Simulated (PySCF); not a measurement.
Atom-mapped SMILES (the numbers label the heavy atoms): `[SiH3:1][SiH:2]([SiH3:3])[CH:4]1[CH2:5][CH2:6][CH2:7]1`. Hydrogens are named by the atom that carries them. Ha(C5), Ha(C6), Ha(C7) are cis to Si2 on the ring; Hb(C5), Hb(C6), Hb(C7) are trans to Si2 on the ring.

A single conformation, no solvent model, fast rotation and ring inversion assumed for equivalent nuclei, non-relativistic. Coordinates at the GFN2-xTB level; shieldings: GIAO PBE0/pcSseg-1; PySCF 2.14.

Chemical shifts δ = σref − σ; TMS for ¹³C (σref 186.93) and ¹H (σref 31.72) and ²⁹Si (σref 349.16), all at this level.

```csv
atoms,nucleus,count,Hirshfeld charge,δ (ppm)
C6,¹³C,1,-0.07,21.2
Ha(C6),¹H,1,0.04,?
Ha(C5)/Ha(C7),¹H,2,0.03,2.03
H(Si1)/H(Si3),¹H,6,-0.08,3.40
C4,¹³C,1,-0.11,?
Hb(C6),¹H,1,0.04,?
C5/C7,¹³C,2,-0.07,28.6
Si1/Si3,²⁹Si,2,0.21,-119.1
Hb(C5)/Hb(C7),¹H,2,0.04,2.29
H(C4),¹H,1,0.03,2.00
Si2,²⁹Si,1,0.18,-67.5
H(Si2),¹H,1,-0.08,?
```

Task: Estimate the values marked ?.

Result: 
- C4: 18.4 ppm, sp3 CH bonded to Si
- H(Si2): 3.82 ppm, hydrogen on a silicon bonded to C, 2 Si
- Hb(C6): 2.30 ppm, hydrogen on an sp3 CH2 in a ring
- Ha(C6): 2.14 ppm, hydrogen on an sp3 CH2 in a ring

Shifts are as computed. Against solution values, carbons near 30 ppm lie about +3 ppm off and those near 130 ppm about +5 ppm. Of 1309 compounds with measured shifts, 239 miss one by over three times the rms of a fit or turn the order of signals round; such compounds aren't used in these exercises.
